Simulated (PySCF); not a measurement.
# Ag²⁺: excitation energy

Ag²⁺ [Kr] 4d9 (2D) → Ag²⁺ [Kr] 4d8 5p1 (high-spin determinant), as a difference of total energies. Computed with PySCF 2.14 in x2c-TZVPPall, with scalar relativity by spin-free X2C-1e. Correlated levels: valence: [Kr] frozen; valence and next inner shell: [Ar] 3d10 frozen. The calculations carry no spin-orbit coupling.

| method | excitation energy (cm⁻¹) |
| --- | --- |
| UHF | 112630 |
| LDA | 120040 |
| PBE | 117740 |
| PBE0 | 118460 |
| r2SCAN | 116450 |
| MN15 | 122050 |
| B97-3 | 121120 |
| M06-2X | 122720 |
| wB97X-V | 121440 |
| MP2 (valence) | 122020 |
| SCS-MP2 (valence) | 122500 |
| MP2 (valence and next inner shell) | 121600 |
| SCS-MP2 (valence and next inner shell) | 121260 |

The basis was made for the ground configuration and has no added diffuse functions, so the excitation energy can come out too high.

The determinant of the upper state mixes LS terms, which raises its energy above the lowest term, most at the Hartree-Fock and MP2 levels.
